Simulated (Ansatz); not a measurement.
Ansatz (a program for electronic structure) input (CCSD(T)/aug-cc-pVTZ):

Ansatz 0.2 input:
```yaml
crystal:
  periodic: [false, false, false]
  atoms:
    - {symbol: O, position_ang: [2.65607536, -0.88202575, 0.07635405]}
    - {symbol: C, position_ang: [1.32285425, -0.57983613, 0.04520561]}
    - {symbol: C, position_ang: [0.29087833, -1.57274331, 0.08374857]}
    - {symbol: C, position_ang: [-0.97161165, -1.07821855, 0.04361136]}
    - {symbol: Se, position_ang: [-0.97974125, 0.78579565, -0.05167940]}
    - {symbol: C, position_ang: [0.88865863, 0.70630574, -0.02559565]}
    - {symbol: H, position_ang: [2.76715103, -1.83695979, 0.12643173]}
    - {symbol: H, position_ang: [0.50545347, -2.63318871, 0.14043471]}
    - {symbol: H, position_ang: [-1.89269858, -1.63644623, 0.06126243]}
    - {symbol: H, position_ang: [1.49801646, 1.59270197, -0.06368082]}
basis:
  gaussian:
    orbitals: aug-cc-pVTZ
magnetization: {spin_polarized: true, initial_magnetization: 2}
correlation: {method: ccsd_t, electrons: outside_noble_gas}
```

End of the output:

```
determinant -71524.00782632 eV, -2628.4588069035 hartree, with singles and doubles -71552.75219735 eV, -2629.5151430554 hartree
determinant -71523.52257462 eV, -2628.4409742324 hartree, with singles and doubles -71552.31535916 eV, -2629.4990895479 hartree
determinant -71523.14247039 eV, -2628.4270056597 hartree, with singles and doubles -71551.80097040 eV, -2629.4801861097 hartree
determinant -71522.04478730 eV, -2628.3866665502 hartree, with singles and doubles -71550.80244245 eV, -2629.4434908841 hartree
determinant -71525.12480123 eV, -2628.4998549742 hartree, with singles and doubles -71553.17825144 eV, -2629.5308002543 hartree
determinant -71525.01972345 eV, -2628.4959934370 hartree, with singles and doubles -71553.08599483 eV, -2629.5274098863 hartree
determinant -71524.96478338 eV, -2628.4939744270 hartree, with singles and doubles -71553.15400251 eV, -2629.5299091224 hartree
19 core orbitals not correlated
reference -71525.12480123 eV, -2628.4998549742 hartree; 17, 15 occupied and 345, 347 virtual orbitals, 2246 factors
second order -26.81803899 eV of doubles, -0.00000000 eV of singles
coupled cluster: 76.85 GiB planned
cycle   1  -28.05345370 eV  change   -3.5e-6 eV  update   4.2e-6
coupled cluster: 76.85 GiB planned
perturbative correction -1.42550491 eV, -0.0523863391 hartree
Total energy: -71554.60375983 eV, -2629.5831867213 hartree
```

This state (charge 0, triplet) is run at the relaxed geometry of the species with charge 0 and multiplicity 1, and is a spin state other than that species' own.

The determinant is spin-contaminated: <S^2> is 2.17 against 2.00 for a pure state.
